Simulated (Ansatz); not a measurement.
Abridged output of a molecular run in Ansatz:

```
Functional definition: HF
1707 factors; integrals over basis functions are off by at most 9.7e-4 eV
mean field evaluation 1: about -13582.2181 eV, gradient 3.9e1 eV
mean field evaluation 2: about -13582.5293 eV, gradient 3.9e1 eV
mean field evaluation 4: about -13586.3062 eV, gradient 4.7e0 eV
mean field evaluation 8: about -13586.3728 eV, gradient 3.3e-1 eV
mean field -13586.37319686 eV, -499.2900058100 hartree, gradient 2.2e-6 eV, S^2 0.000000; 0 other end points of the search recorded, 0 dependent functions left out
9 core orbitals not correlated: weight in the atoms' cores, before any rotation towards them, 1.000 or more for the frozen orbitals, at most 0.000 for the correlated occupied ones
reference -13586.37319686 eV, -499.2900058100 hartree; 16, 16 occupied and 267, 267 virtual orbitals, 1707 factors
second order -25.25637964 eV of doubles, -0.00000000 eV of singles
cycle   1  -25.89618760 eV  change   -6.4e-1 eV  update   1.0e-1
cycle   2  -26.54543755 eV  change   -6.5e-1 eV  update   3.1e-2
cycle   3  -26.67502636 eV  change   -1.3e-1 eV  update   1.5e-2
cycle   4  -26.66451525 eV  change    1.1e-2 eV  update   3.7e-3
cycle   5  -26.66362122 eV  change    8.9e-4 eV  update   1.7e-3
cycle   6  -26.66416990 eV  change   -5.5e-4 eV  update   5.2e-4
cycle   7  -26.66385442 eV  change    3.2e-4 eV  update   2.0e-4
cycle   8  -26.66377340 eV  change    8.1e-5 eV  update   6.1e-5
cycle   9  -26.66378880 eV  change   -1.5e-5 eV  update   2.4e-5
perturbative correction -1.00048861 eV, -0.0367672784 hartree
Total energy: -13614.03747427 eV, -500.3066492534 hartree
```

Its atoms:

```xyz
14

N     1.4336    0.4163   -1.6168
C     0.8458    1.2774   -0.6294
O    -0.3272    0.7299   -0.0820
C    -0.1050   -0.4590    0.6483
Si   -1.7702   -1.1618    1.1769
H     1.0495    0.5578   -2.5396
H     2.4387    0.4889   -1.6536
H     1.5878    1.4417    0.1654
H     0.5297    2.2515   -1.0185
H     0.5185   -0.2584    1.5352
H     0.4344   -1.1945    0.0377
H    -2.5924   -1.5034   -0.0127
H    -1.5294   -2.3983    1.9711
H    -2.5138   -0.1879    2.0180
```

Problem. Which basis set was used?
A. def2-TZVPP
B. def2-TZVPPD
C. def2-SVPD
D. cc-pV(D+d)Z

Solution. A. It gives 292 functions.

Problem. Write the keys of the input that set method, charge and spin (a neutral closed shell needs none for the last two).

Solution. 
```yaml
correlation: {method: ccsd_t}
```
